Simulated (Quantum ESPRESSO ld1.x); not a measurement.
Results of a calculation; reference values are marked as such.
Problem. Species: Pd4+. Configuration: [Ar] 3d10 4s2 4p5 4d6 4f1 (not the ground configuration). Code: ld1.x of Quantum ESPRESSO 7.5. Model: scalar-relativistic Kohn-Sham, LDA (Slater exchange, VWN5 correlation), spin-polarised, spherical densities, point nucleus; open shells are filled with parallel spins first. Some entries of the table are withheld. Estimate them.

orbital  occ.  eigenvalue (eV)  <r> (bohr)
1s up       1         -24207.1     0.03188
1s down     1         -24206.9     0.03188
2s up       1         -3595.83      0.1385
2s down     1         -3594.77      0.1385
2p up       3         -3233.39      0.1207
2p down     3         -3232.46      0.1207
3s up       1         -704.707      0.3798
3s down     1         -703.768      0.3796
3p up       3         -585.604      0.3790
3p down     3         -584.584      0.3787
3d up       5         -395.950      0.3575
3d down     5         -394.715      0.3571
4s up       1         -152.498      0.9243
4s down     1         -147.659      0.9232
4p up       3         -117.239      0.9993
4p down     2         -112.362      1.0000
4d up       5         -65.3190       1.206
4d down     1         -60.6625       1.220
5s up       0         -46.1076       2.155
5s down     0         -43.4803       2.203
5p up       0         -36.9565       2.438
5p down     0         -34.7450       2.508
4f up       1              (1)         (2)
4f down     0              (3)         (4)

Solution. 
(1) 4f up eigenvalue (eV): -22.1338
(2) 4f up <r> (bohr): 2.390
(3) 4f down eigenvalue (eV): -19.6698
(4) 4f down <r> (bohr): 2.710
